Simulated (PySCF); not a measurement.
CH$_{3}$NO$_{3}$Si, singlet, geometry from GFN2-xTB; PySCF with HF/6-31G, polarisability.

PySCF was given this input:
```python
from pyscf import gto, scf
from pyscf.prop import polarizability

mol = gto.M(
    atom='''
Si   -0.87240692    0.00251360    0.37249256
O    -1.52664318   -1.17282029   -0.51211585
O    -1.61405972    1.39029749   -0.01220672
N     0.80505753    0.23924421    0.00157235
C     1.92553368   -0.14633222   -0.06559990
O     3.04362728   -0.42454028   -0.16421233
H    -1.00538507   -0.41160305    1.75295255
H    -1.91763982   -0.99250531   -1.36375936
H    -1.27527806    2.22870656    0.28678319
''',
    basis='6-31g',
    verbose=4,
)

mf = scf.RHF(mol)
mf.kernel()
alpha = mf.Polarizability().polarizability()[2, 2]
print('alpha_zz =', alpha)
```

Q: Write the output that PySCF gives for this input, abridged.

A: 
```
site-packages/pyscf/prop/efg/rhf.py:45: UserWarning: Module EFG is under testing
  warnings.warn('Module EFG is under testing')
site-packages/pyscf/prop/efg/dhf.py:30: UserWarning: Module EFG is under testing
  warnings.warn('Module EFG is under testing')
site-packages/pyscf/prop/zfs/uhf.py:40: UserWarning: Module ZFS is under testing
  warnings.warn('Module ZFS is under testing')
site-packages/pyscf/prop/gtensor/uhf.py:43: UserWarning: Module g-tensor is under testing
  warnings.warn('Module g-tensor is under testing')
site-packages/pyscf/prop/gtensor/uks.py:41: UserWarning: Module g-tensor is under testing
  warnings.warn('Module g-tensor is under testing')
site-packages/pyscf/prop/hfc/uks.py:35: UserWarning: Module HFC is under testing
  warnings.warn('Module HFC is under testing')
site-packages/pyscf/prop/magnetizability/rhf.py:39: UserWarning: Module magnetizability is under testing
  warnings.warn('Module magnetizability is under testing')
site-packages/pyscf/prop/magnetizability/uhf.py:37: UserWarning: Module magnetizability is under testing
  warnings.warn('Module magnetizability is under testing')
site-packages/pyscf/prop/magnetizability/rks.py:37: UserWarning: Module magnetizability is under testing
  warnings.warn('Module magnetizability is under testing')
site-packages/pyscf/prop/magnetizability/uks.py:39: UserWarning: Module magnetizability is under testing
  warnings.warn('Module magnetizability is under testing')
site-packages/pyscf/prop/polarizability/uhf.py:34: UserWarning: Module polarizability is under testing
  warnings.warn('Module polarizability is under testing')
site-packages/pyscf/prop/polarizability/rks.py:29: UserWarning: Module polarizability is under testing
  warnings.warn('Module polarizability is under testing')
site-packages/pyscf/prop/polarizability/uks.py:29: UserWarning: Module polarizability is under testing
  warnings.warn('Module polarizability is under testing')
PySCF version 2.14.0

[INPUT] verbose = 4
[INPUT] num. atoms = 9
[INPUT] num. electrons = 54
[INPUT] charge = 0
[INPUT] spin (= nelec alpha-beta = 2S) = 0
[INPUT] symmetry False subgroup None
[INPUT] Mole.unit = angstrom
[INPUT] Symbol           X                Y                Z      unit          X                Y                Z       unit  Magmom
[...]
nuclear repulsion = 285.639271694941
number of shells = 38
number of NR pGTOs = 168
number of NR cGTOs = 64
basis = 6-31g
ecp = {}

******** <class 'pyscf.scf.hf.RHF'> ********
method = RHF
initial guess = minao
damping factor = 0
level_shift factor = 0
DIIS = <class 'pyscf.scf.diis.CDIIS'>
diis_start_cycle = 1
diis_space = 8
diis_damp = 0
SCF conv_tol = 1e-09
SCF conv_tol_grad = None
SCF max_cycles = 50
direct_scf = True
direct_scf_tol = 1e-13
Set gradient conv threshold to 3.16228e-05
Initial guess from minao.
init E= -608.798778319685
[...]
cycle= 1 E= -607.323037094425  delta_E= 1.48  |g|= 0.849  |ddm|= 3.14
[...]
cycle= 2 E= -607.420391308811  delta_E= -0.0974  |g|= 0.589  |ddm|= 1.13
[...]
cycle= 3 E= -607.484539091124  delta_E= -0.0641  |g|= 0.0928  |ddm|= 0.464
[...]
cycle= 4 E= -607.486275608184  delta_E= -0.00174  |g|= 0.0399  |ddm|= 0.105
[...]
cycle= 5 E= -607.486646556999  delta_E= -0.000371  |g|= 0.0048  |ddm|= 0.0412
[...]
cycle= 6 E= -607.486656336516  delta_E= -9.78e-06  |g|= 0.00136  |ddm|= 0.00922
[...]
cycle= 7 E= -607.486657421609  delta_E= -1.09e-06  |g|= 0.000496  |ddm|= 0.00343
[...]
cycle= 8 E= -607.486657557322  delta_E= -1.36e-07  |g|= 0.000202  |ddm|= 0.00107
[...]
cycle= 9 E= -607.486657587381  delta_E= -3.01e-08  |g|= 8.43e-05  |ddm|= 0.000435
[...]
cycle= 10 E= -607.486657596353  delta_E= -8.97e-09  |g|= 3.19e-05  |ddm|= 0.00028
[...]
cycle= 11 E= -607.486657597942  delta_E= -1.59e-09  |g|= 8.16e-06  |ddm|= 0.000128
[...]
cycle= 12 E= -607.486657598026  delta_E= -8.46e-11  |g|= 2.72e-06  |ddm|= 3.11e-05
[...]
Extra cycle  E= -607.486657598031  delta_E= -5.12e-12  |g|= 1.75e-06  |ddm|= 4.24e-06
converged SCF energy = -607.486657598031
Isotropic polarizability 34.7589904266
Polarizability anisotropy 22.9254779688
alpha_zz = 26.224242443659755
```
